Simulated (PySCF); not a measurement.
**[HfBr2]2+ at several levels of theory**

Computed with PySCF 2.14.0 (density fitting, no spin-orbit coupling) at the geometry relaxed with PBE0:

```xyz
3
[HfBr2]2+ (singlet)
Hf    0.0000    0.0000   -0.7679
Br    1.8380    0.0000    0.6907
Br   -1.8380    0.0000    0.6907
```

```csv
level,basis,state,HOMO (eV),gap (eV),charge on Hf1 (e),dipole about the centre of mass (D),largest force component (eV/Å)
PBE0,"Hf def2-SVP with ECP60, Br def2-SVP",singlet,-19.26,4.26,1.52,5.08,0.02
BP86,the same,singlet,-18.24,2.45,1.42,4.49,0.61
PBE,the same,singlet,-18.13,2.28,1.40,4.44,0.56
```

Charges are Mulliken's, which hang on the basis. The relaxation used the grid (50, 194), these runs (75, 302) or, all-electron (x2c bases, spin-free X2C Hamiltonian), (99, 590).

Q: What does PBE0 with Hf def2-TZVP with ECP60, Br def2-TZVP give here?

A: state singlet, HOMO (eV) -19.15, gap (eV) 4.30, charge on Hf1 (e) 1.63, dipole about the centre of mass (D) 4.83, largest force component (eV/Å) 0.25. Time: 20 s on 2 threads of Arm Neoverse N1, with other jobs on the host, from free ions and atoms.

In the first row's basis the gap widens with exact exchange: 2.3 to 2.4 eV for PBE, BP86 (none); 4.3 eV for PBE0 (a fixed share).
